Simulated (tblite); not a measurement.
Compound: C₃H₄F₃I.
Z-matrix (Å and degrees, GFN2-xTB geometry), rows numbered from 1:
```
F 
C   1  1.3413
F   2  1.3413  1  106.50
F   2  1.3384  1  106.77  3   113.81
C   2  1.5192  1  112.22  3  -123.17
C   5  1.5183  2  110.02  1    59.98
I   6  2.1522  5  110.85  2  -179.96
H   5  1.0925  2  107.63  1  -178.55
H   5  1.0925  2  107.62  1   -61.47
H   6  1.0876  5  111.27  2   -61.29
H   6  1.0876  5  111.26  2    61.37
```

Calculated harmonic vibrations of the isolated species, GFN2-xTB (tblite), most abundant isotopes, no scaling. Errors from tens to a few hundred cm⁻¹ against measured bands are possible. One conformer, not necessarily the lowest.

Harmonic wavenumbers (cm⁻¹): 66.7, 83.5, 122.9, 169.4, 334.1, 349.9, 476.6, 490.6, 559.3, 660.8, 767.0, 824.0, 930.2, 1040.1, 1069.9, 1084.2, 1164.9, 1182.5, 1226.2, 1244.0, 1315.3, 1439.0, 1445.5, 2989.1, 2992.1, 3019.1, 3020.8.

A = 4972, B = 451.4, C = 448.4 MHz; mass 223.931 u (most abundant isotopes); point group Cs, symmetry number 1.

Zero-point energy?

Half the sum of the wavenumbers: 15034 cm⁻¹ = 42.98 kcal/mol.

Give the ideal-gas entropy at 298.15 K and 1 bar in the rigid-rotor, harmonic-oscillator model (classical rotation).

Translation 42.15, rotation 30.15, vibration 19.23: S = 91.5 cal/(mol K).

And Cp and H(298.15 K) − H(0)?

Cp = 27.32 cal/(mol K), of which vibrations give 19.37 (their classical limit is 27 R = 53.7); H(298.15 K) − H(0) = 5.37 kcal/mol without the zero-point energy, 3.00 from vibrations.

Blend soft modes into free rotors: weight 1/[1 + (100 cm⁻¹/ν̃)⁴] for the oscillator and the rest for a rotor with moment μB/(μ + B), μ = h/(8π²ν), B = 10⁻⁴⁴ kg m². What vibrational entropy results?

17.75 cal/(mol K) in place of 19.23, which changes −T·S at 298.15 K by +0.44 kcal/mol.

Which modes carry the vibrational entropy at 298.15 K?

66.7 cm⁻¹: 4.25; 83.5 cm⁻¹: 3.81; 122.9 cm⁻¹: 3.05; 169.4 cm⁻¹: 2.44; 334.1 cm⁻¹: 1.24; 349.9 cm⁻¹: 1.17 cal/(mol K); the other 21 give 3.27 together.

What must be added to the electronic energy to get the Gibbs energy at 298.15 K and 1 bar?

ZPE + [H(298.15 K) − H(0)] − T·S = 42.98 + 5.37 − 27.29 = 21.06 kcal/mol.

Hindered rotation and anharmonicity are outside this model. Other conformers, if any are populated, would add a mixing term that is left out.
